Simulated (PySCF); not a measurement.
## Core-level binding energies of `CC(=O)[SiH2]F`

Compound: C2H5FOSi.
Structure used (PBE0-D3(BJ)/def2-SVP), in Å, numbered top down from 1:
```xyz
10
C2H5FOSi angstrom
C     -1.4832    0.0900    0.1492
C     -0.2386   -0.0618   -0.6735
O     -0.2468   -0.1933   -1.8786
Si     1.5125   -0.0660    0.1218
F      1.3971    0.1585    1.7324
H     -1.5268   -0.7044    0.9125
H     -2.3737    0.0510   -0.4936
H     -1.4516    1.0446    0.7001
H      2.1507   -1.3852   -0.1340
H      2.3085    1.0464   -0.4611
```

The calculation used PySCF 2.14.0, delta-SCF UKS SCAN, pcX-2 on the ionised atom, pcseg-1 elsewhere, spin-free X2C. These are vertical core ionisation energies against the vacuum level, from separate self-consistent calculations with and without the core hole.

Task: Give the core binding energies atom by atom.

Result: 
```tsv
atom(s)	bonded to	level	binding energy (eV)	2p1/2 (eV)	above the level's lowest (eV)	count
Si4	F, C and 2 H	Si 2p3/2	108.23	108.86	0.00	1
C1	C and 3 H	C 1s	291.34	–	0.00	1
C2	O (double bond), C and Si	C 1s	293.36	–	+2.02	1
O3	C (double bond)	O 1s	538.17	–	0.00	1
F5	Si	F 1s	692.52	–	0.00	1
Si4	F, C and 2 H	Si 1s	1848.08	–	0.00	1
```

The listed C 1s values span 2.02 eV, from C1 (bonded to C and 3 H) to C2 (bonded to O (double bond), C and Si).

Task: Which photon energy gives electrons from Si 1s of Si4 a kinetic energy of 200 eV, and what is their de Broglie wavelength?

Result: hν = 1848.08 + 200 = 2048.08 eV, recoil neglected; λ = 12.264 Å/√(E/eV) = 0.87 Å.

Task: What is the longest wavelength that can ionise Si 1s of Si4 vertically?

Result: λ = hc/E = 12398.42 eV Å / 1848.08 eV = 6.709 Å.

The unrestricted hole states depart most from a pure doublet (⟨S²⟩ = 0.75; over 0.85 named) for C 1s of C2 (0.86), which makes this value less certain. For 2p shells one spin-free hole was relaxed; a mean-field spin–orbit operator and the ground-state splitting of the three 2p orbitals were then diagonalised within the shell. The shell's mean is (2 × 2p3/2 + 2p1/2)/3, and the degeneracies 2j + 1 give areas of 2:1. 2p1/2 minus 2p3/2 (ligand field included): Si 0.63 eV. Geometry: PBE0-D3(BJ)/def2-SVP, one conformer, isolated molecule.
